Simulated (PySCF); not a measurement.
Y(F)3 anion (F3Y), SMILES [F][Y]([F])[F] (connectivity only; charge and spin as stated), charge -1, multiplicity 2.

The structure is a stationary point at PBE0-D3(BJ)/def2-SVPD. The geometry has at least one imaginary mode, so it is a saddle point at that level. The spin state was assumed, not searched. The isomer is the one that the SMILES or the coordinates give; other isomers of the formula were not compared. The def2 effective core potentials stand for the cores of Y; spin–orbit coupling is left out.

Level of theory: PBE0-D3(BJ)/def2-SVPD run with PySCF.

Frequencies are harmonic and unscaled.

Modes within 1.5 cm⁻¹ of each other (mostly degenerate sets) share a row, with their intensities summed.

```
mode  ν (cm⁻¹)  IR (km/mol)  moving atoms (share of kinetic energy)
----  --------  -----------  --------------------------------------
1         101i         55.0                          F 61 %, Y 39 %
2–3        120          9.2                          F 87 %, Y 13 %
4          493          0.0                                 F 100 %
5–6        519        267.9                          F 74 %, Y 26 %
```
